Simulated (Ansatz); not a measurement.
Reaction (cleavage of the Al–Si bond): `[CH3][AlH][SiH2][AlH2]` + `NCF` → `FC[NH][AlH2]` + `[CH3][AlH][SiH3]`

Gas-phase electronic energies from Ansatz, PBE0-D4/def2-TZVP geometries. CBS: MP2 limit from def2 TZ/QZ plus the TZ coupled-cluster correction, frozen cores. DFT in def2-TZVPP. B3LYP here is the variant with VWN-RPA as its local correlation; programs differ in this. One conformer a species, not always the lowest.

`[CH3][AlH][SiH2][AlH2]`:

Z-matrix (Å, degrees):
```
C
Al 1 1.953
H 1 1.092 2 113.5
H 1 1.095 2 110.5 3 -121.6
H 1 1.096 2 110.2 3 121.3
Si 2 2.448 1 121.2 3 -3.9
H 2 1.593 1 119.5 3 179.5
Al 6 2.438 2 111.0 1 -86.4
H 6 1.496 2 109.0 1 33.2
H 6 1.494 2 110.5 1 151.5
H 8 1.590 6 121.1 2 -92.9
H 8 1.591 6 120.0 2 83.2
```

`NCF`:

```xyz
7

N     0.768   -0.419    0.183
C    -0.345    0.424    0.052
F    -1.347   -0.088   -0.791
H     0.538   -1.309    0.603
H     1.250   -0.569   -0.692
H    -0.818    0.579    1.024
H    -0.046    1.381   -0.380
```

`FC[NH][AlH2]`:

```xyz
9

F     1.413    1.610   -0.297
C     0.614    0.615   -0.873
N     0.371   -0.443    0.023
Al   -1.070   -0.645    1.053
H     1.151    0.291   -1.769
H    -0.324    1.100   -1.155
H     1.171   -1.051    0.127
H    -1.070   -1.851    2.074
H    -2.255    0.374    0.817
```

`[CH3][AlH][SiH3]`:

```xyz
10

C    -0.898   -1.531   -0.699
Al    0.366   -0.046   -0.802
Si    0.663    1.483    1.103
H    -0.389   -2.481   -0.892
H    -1.407   -1.609    0.264
H    -1.664   -1.430   -1.477
H     1.200    0.164   -2.143
H     1.088    0.737    2.325
H    -0.627    2.153    1.449
H     1.668    2.558    0.871
```

```
       level  ΔE (kcal/mol)
      PBE-D4          -12.8
    B3LYP-D4          -17.8
         PBE          -12.8
HF/CBS(def2)          -20.6
```

Problem. What does CCSD(T)/CBS give? (Best estimate.)

Solution. The calculation gave: -17.3 kcal/mol. The listed levels differ from it by 4.5, -0.5, 4.5, -3.3 kcal/mol.

Largest T1 diagnostic among the species: 0.013.

In def2-TZVPP, CCSD(T) changes the Hartree–Fock value by +2.7 kcal/mol (the triples alone add +0.5 kcal/mol) and MP2 by +1.0 kcal/mol. From PBE to PBE0 (25 % exact exchange), in def2-TZVPP and without D4, ΔE moves by −0.8 kcal/mol.
